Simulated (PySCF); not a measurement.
Ga²⁺ (gallium, charge +2) across methods

[Ar] 3d10 4d1, 2D determinant (an excited configuration). Computed with PySCF 2.14 in dyall-av2z, with no relativity, point nucleus.

```csv
method,E (hartree),mean ε 3d α (eV),mean ε 3d β (eV),mean ε 4d α (eV),Σ⟨r²⟩ (bohr²),⟨S²⟩
BP86,-1923.486,-44.660,-44.614,-11.374,29.61,0.750
PBE,-1922.939,-44.537,-44.482,-11.277,29.51,0.750
UHF,-1921.74561,-57.762,-57.654,-12.511,31.63,0.750
B97-3,-1923.076,-48.379,-48.323,-11.702,30.15,0.750
wB97X-V,-1923.057,-50.376,-50.321,-12.958,30.01,0.750
r2SCAN,-1923.208,-45.082,-45.031,-11.175,29.78,0.750
LDA,-1920.183,-44.985,-44.926,-11.076,29.70,0.750
HSE06,-1922.977,-47.658,-47.588,-11.328,29.96,0.750
PBE0,-1922.985,-48.092,-48.023,-11.672,29.90,0.750
```

The outer electron is Rydberg-like, and this basis confines it to a smaller radius and binds it less than a complete one would.
